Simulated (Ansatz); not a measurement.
A structure relaxed at r2SCAN-D4/def2-SVP in Ansatz, charge 1, doublet:

Cartesian coordinates in Å:
```
Mo -0.518 -2.284 0.500
Mo -0.082 -1.168 -1.323
Si 1.048 2.029 0.963
Si -1.931 -0.258 0.405
Si -0.619 1.313 -0.771
Si 0.472 -0.179 1.192
Si 1.629 0.549 -0.966
```

Problem. Give its formula.

Solution. Si₅Mo₂⁺.

Problem. Summarise the bond lengths by kind (pairs closer than 1.2 times the sum of covalent radii, bridged metal pairs left out).

Solution. 7 × Si–Si 2.29 to 2.55 Å; 6 × Mo–Si 2.43 to 2.76 Å; 1 × Mo–Mo 2.18 Å.

In the def2 sets Mo takes a core potential; there is no spin–orbit coupling. The charge 1 doublet is spin-contaminated (final ⟨S²⟩ up to 1.15, 0.75 for a pure state). Another isomer (doublet) lies 0.34 eV lower at PBE0-D4/def2-TZVP; other spin states weren't run for this one.
